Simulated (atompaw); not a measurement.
# What one change does to a pseudopotential (Os (Z = 76), PAW (atompaw))

```json
{"Element": "osmium", "Generator": "atompaw 4.2.0.5", "Type": "PAW", "Functional": "PBEsol", "Relativity": "scalar-relativistic", "Frozen core": "[Kr] 4d10 4f14", "Valence charge": "16", "Reference configuration": "5s2 5p6 5d6 6s2 6p0", "Partial waves": "5s (bound): rc 1.90 bohr; 6s (bound): rc 1.45 bohr; 5p (bound): rc 1.90 bohr; 6p (bound, empty): rc 2.40 bohr; 5d (bound): rc 2.40 bohr; 5d channel at -0.1 Ry: rc 2.40 bohr", "Local potential": "troulliermartins scheme with l = 3 at 1 Ry, radius 2.20 bohr", "Core correction": "smooth core density matched at 2.25 bohr", "Augmentation charge": "sinc compensation charge, radius 2.10 bohr; PAW radius 2.40 bohr; waves and projectors: custom polynom2 7 10 vanderbiltortho"}
```

Change: all radii scaled by about 0.95 (s 1.80, p 1.80, d 2.28 bohr); local potential troulliermartins scheme with l = 3 at 1 Ry, radius 2.08 bohr; augmentation sinc compensation charge, radius 1.98 bohr; PAW radius 2.28 bohr; waves and projectors: custom polynom2 7 10 vanderbiltortho; core correction smooth core density matched at 2.14 bohr.

Cutoffs: the cutoffs (Ry, on a coarse ladder) from which the occupation-weighted sum of valence levels, in a spherical-Bessel basis at the reference potential, stays within 10 and 1 mRy of its value at 400 Ry; they do not see the model core or the augmentation charge, which bear on the density cutoff.

Problem. What does the change do?

Solution. The potential gets neither clearly harder nor softer (30 Ry and 60 Ry → 25 Ry and 80 Ry); the p channel sets the loose cutoff, while the largest relative change is in d, which becomes softer; neither file shows a bound ghost.

```csv
quantity,base,changed
"cutoff, loose",30 Ry,25 Ry
"cutoff, tight",60 Ry,80 Ry
loose cutoff by channel (10 mRy a level),"s 15 Ry, p 18 Ry, d 18 Ry","s 18 Ry, p 21 Ry, d 12 Ry"
bound ghosts,none,none
lowest overlap eigenvalue by channel,"s 0.49, p 0.55, d 0.92","s 0.50, p 0.59, d 0.92"
```

 The cutoffs see the waves, projectors and local potential, not the compensation charge or the core.
